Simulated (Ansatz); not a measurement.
Ideal-gas functions of BF2H3Si (`B[SiH](F)F`) at 500 K and 1 bar, from an Ansatz frequency run at PBE0-D4/def2-TZVP.

Molar mass 79.92 g/mol, point group Cs (symmetry number 1), electronic degeneracy 1, moments of inertia 73.08, 85.14, 139.563 u Å². Harmonic wavenumbers (cm⁻¹, unscaled): 41, 200, 241, 322, 594, 617, 811, 824, 871, 936, 944, 1170, 2225, 2602, 2691.

Use S(trans) = R[1.5 ln M + 2.5 ln T − 1.1517]; rotational temperatures θ = 24.2544 K / I; S(rot) = R[ln(√π/σ · √(T³/θAθBθC)) + 1.5]; for each mode x = 1.438777 ν̃/T, S = R[x/(eˣ − 1) − ln(1 − e⁻ˣ)] and H = RT x/(eˣ − 1); 1 cm⁻¹ = 0.0119627 kJ/mol; R = 8.31446 J/(mol·K).

Q: By hand: the entropy, in J/(mol·K).

A: Translation 174.2. Rotation: θ = 0.3319, 0.2849, 0.1738 K, giving 111.8. Vibration, mode by mode: 26.09, 13.02, 11.52, 9.24, 4.80, 4.55, 2.93, 2.85, 2.56, 2.21, 2.17, 1.29, 0.10, 0.04, 0.03, in all 83.4. Electronic 0.0. Sum 369.4 J/(mol·K).

Q: By hand: H − E and G − E in kJ/mol, counted from the electronic energy.

A: Zero-point energy ½ × 15089 × 0.0119627 = 90.3; thermal vibration 20.6; translation, rotation and pV give 4 RT = 16.6. H − E = 127.5 kJ/mol, and G − E = 127.5 − 500 × 369.4/1000 = -57.2 kJ/mol.

Vibration gives 23 % of the entropy, 26.1 J/(mol·K) of it from the mode under 150 cm⁻¹: soft modes count most, and the harmonic formula is weakest for them.
